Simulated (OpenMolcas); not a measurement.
An OpenMolcas run meant for Tb³⁺ (ANO-R3, X2C; inactive shells 1s 2s 2p 3s 3p 3d 4s 4p 4d 5s 5p; intended active space 8 electrons in 7 orbitals (4f)). One step of its input:

```
&RASSCF
FileOrb=start.orb
Symmetry=1
Spin=7
nActEl=8 0 0
Inactive=15 12
Ras2=0 7
CIRoot=7 7 1
SDav=7
CIMx=300
Iter=83 100
PrWF=0.3
OrbListing=Nothing
MaxOrb=0
Atom
Thrs=1.0e-3 5.0e-1 5.0e-1
```

The run finished. Its levels beside those of a sound run (CASSCF), in cm-1 above each run's lowest level:

```tsv
Level	This run	Usual run
4f8 7F6	0.0	0.0
4f8 7F5	2261	2260
4f8 7F4	3745	3744
4f8 7F3	4782	4781
4f8 7F2	5488	5487
4f8 7F1	5927	5927
4f8 7F0	6138	6137
4f8 5D4	24448	24363
```

Question: Which setting is unsound, and how much does it matter here?

Answer: The convergence thresholds are far too loose, so the orbitals stop early. Against the sound run the excited levels shown move by 13 cm-1 on average and by 85 cm-1 at most.

High states are left out of the spin-orbit mixing, which shifts the levels that they would mix with. Without dynamic correlation excited terms often stand tens of per cent too high (terms of higher spin than the ground term too low), and those without a measured partner can miss by more than the paired ones. Only configurations of the active space appear.
